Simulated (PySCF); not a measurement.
**The third ionisation energy along the 4d series**

All values are computed (PySCF 2.14, energy differences of UHF-based or UKS calculations, no spin-orbit coupling). Values in eV. The last column holds reference values (NIST; (s) semi-empirical, (t) theoretical, else measured). Unmarked ones compare directly (S terms, centres of terms, or small fine structure); those marked * lie between the lowest fine-structure levels and include a spin-orbit shift.

| element | configurations | UHF | CCSD (valence) | CCSD(T) (valence) | PBE0 | r2SCAN | CCSD(T) (valence and next inner shell) | reference |
| --- | --- | --- | --- | --- | --- | --- | --- | --- |
| Zr (def2-TZVPPD with the def2 core potential (28 electrons), ECP) | [Kr] 4d2 → [Kr] 4d1 | 22.405 | 22.523 | 22.523 | 23.310 | 23.274 | 22.831 | 23.170 (s) * |
| Nb (def2-TZVPPD with the def2 core potential (28 electrons), ECP) | [Kr] 4d3 → [Kr] 4d2 | 24.236 | 24.600 | 24.602 | 25.319 | 25.351 | 24.906 | 25.04 (s) * |
| Mo (def2-TZVPPD with the def2 core potential (28 electrons), ECP) | [Kr] 4d4 → [Kr] 4d3 | 26.081 | 26.668 | 26.676 | 27.241 | 27.115 | 26.938 | 27.13 ± 0.12 (s) * |
| Tc (def2-TZVPPD with the def2 core potential (28 electrons), ECP) | [Kr] 4d5 → [Kr] 4d4 | 28.881 | 29.551 | 29.564 | 29.895 | 29.929 | 29.673 | 29.55 (s) * |
| Ru (def2-TZVPPD with the def2 core potential (28 electrons), ECP) | [Kr] 4d6 → [Kr] 4d5 | 26.556 | 27.767 | 27.807 | 28.401 | 28.016 | 27.844 | 28.47 (s) * |
| Rh (def2-TZVPPD with the def2 core potential (28 electrons), ECP) | [Kr] 4d7 → [Kr] 4d6 | 29.428 | 30.656 | 30.701 | 31.060 | 30.865 | 30.615 | 31.06 (s) * |
| Pd (def2-TZVPPD with the def2 core potential (28 electrons), ECP) | [Kr] 4d8 → [Kr] 4d7 | 31.177 | 32.607 | 32.666 | 32.972 | 32.970 | 32.576 | 32.93 (s) * |
| Ag (def2-TZVPPD with the def2 core potential (28 electrons), ECP) | [Kr] 4d9 → [Kr] 4d8 | 32.980 | 34.584 | 34.654 | 34.815 | 34.577 | 34.544 | 34.8 ± 0.3 (s) * |
| Cd (def2-TZVPPD with the def2 core potential (28 electrons), ECP) | [Kr] 4d10 → [Kr] 4d9 | 35.947 | 37.545 | 37.616 | 37.548 | 37.529 | 37.382 | 37.468 ± 0.006 * |

"Valence" correlates the outer s and p shells and, in groups 3 to 12 and the f block, the outer d or f shell, open or full, or the next shell where the ion has no valence electron left; the wider scheme adds the next inner shell.
